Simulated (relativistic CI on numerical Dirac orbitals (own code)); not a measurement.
**Electric-dipole lines of Xe VI**

These numbers are calculated, not measured: Dirac-Coulomb-Breit CI, KLI orbitals optimised for each configuration, QED by a radiative potential, valence Slater integrals scaled by 0.85, P86 correlation estimate, and configurations built on the next ion tied to the tabulated ionisation energy (semi-empirical) (own radial code, finite nucleus).

CI space (outside the closed core [Kr] 4d10): 5s²5p, 5s²5d, 5s²6s, 5s²6p, 5s²6d, 5s²7s, 5s²5f, 5s²6f, 5s5p², 5p³, 5s5p5d, 5s²4f, 5s²5g, 5p5d², 5p4f², 5s5p5f, 5s5p4f, 5s5p5g, 5p²5d, 5p²4f, 5s5p6s, 5s4f5d, 5s5d², 5s4f². Levels of other configurations are missing.

```csv
λ vac (nm),Lower,Upper,A (s⁻¹),gf,Branching (%)
28.432,5s²5p ²P°1/2 [1],5s²7s ²S1/2 [79],2.55e+09,6.18e-02,21.7
29.716,5s²5p ²P°3/2 [2],5s²7s ²S1/2 [79],5.81e+09,1.54e-01,49.4
30.342,5s²5p ²P°1/2 [1],5s²6d ²D3/2 [70],6.15e+08,3.40e-02,7.9
43.909,5s²5p ²P°1/2 [1],5s²6s ²S1/2 [15],4.97e+09,2.88e-01,30.8
47.047,5s²5p ²P°3/2 [2],5s²6s ²S1/2 [15],1.12e+10,7.41e-01,69.2
51.205,5s²4f ²F°5/2 [13],5s²5g ²G7/2 [83],1.28e+10,4.02e+00,88.1
51.251,5s²4f ²F°7/2 [14],5s²5g ²G9/2 [82],1.33e+10,5.24e+00,91.5
55.574,5s²5p ²P°1/2 [1],5s²5d ²D3/2 [11],1.55e+10,2.87e+00,75.9
60.030,5s²5p ²P°3/2 [2],5s²5d ²D5/2 [12],1.77e+10,5.73e+00,100.0
60.698,5s²5p ²P°3/2 [2],5s²5d ²D3/2 [11],4.91e+09,1.09e+00,24.1
63.921,5s²5d ²D3/2 [11],5s²5f ²F°5/2 [75],2.21e+10,8.14e+00,87.6
64.791,5s²5d ²D5/2 [12],5s²5f ²F°7/2 [74],2.28e+10,1.15e+01,98.7
137.55,5s²6d ²D5/2 [71],5s²6f ²F°7/2 [98],1.57e+09,3.56e+00,16.7
231.65,5s²5f ²F°7/2 [74],5s²5g ²G9/2 [82],7.44e+08,5.98e+00,5.1
233.05,5s²5f ²F°5/2 [75],5s²5g ²G7/2 [83],6.61e+08,4.31e+00,4.6
```

Terms are leading LS components. Brackets give the number of a level in order of energy, since labels repeat. The list gives strong lines, with weight on those to low levels, without configurations that were not tied to measured data, without lines whose two gauges differ by over a factor of 2.5, among the lowest 270 of 384 levels, so that lines to higher ones, which can be the strongest, are missing, and without 1 line that miss the measured interval by over 7 %, start from a term whose rates miss tabulated ones by over 60 %, have gauges far apart or, lacking measured levels, span too small a gap for the errors found; lines with a level outside our table were not tested and can miss by more. Levels whose partners in the same complex of configurations lie outside the list can be far off, and so can their lines. Rates are taken at the computed energies, electric ones in the length gauge.

Configurations that consist of the next ion and one excited electron were tied to the tabulated ionisation energy; Rydberg ones are usually within 1,000 to 3,000 cm⁻¹ and the lowest ones within about 6,000 (9,000 in d shells), while levels on excited terms of the next ion carry the error of that term, and the other configurations can be misplaced by 10,000 cm⁻¹ or more. Rates follow the energies as ν³ (E1, M1) or ν⁵ (E2), so rates, branching and lifetimes can be off by large factors. Levels and lines within the n = 5 or 6 shells can be off by up to 10 % or somewhat more, and those that change n by about 2 %, since core polarisation is missing. 19 of the 30 excited levels that our extract of the measured tables holds in this range could be paired (the sources list more); they are missed by 3080 cm⁻¹ on average and 9814 at most, and levels without a partner can miss by more.

LS names give the leading component of a level, which can be under half, so a name can repeat, a term be missing and a line seem to break the LS rules.
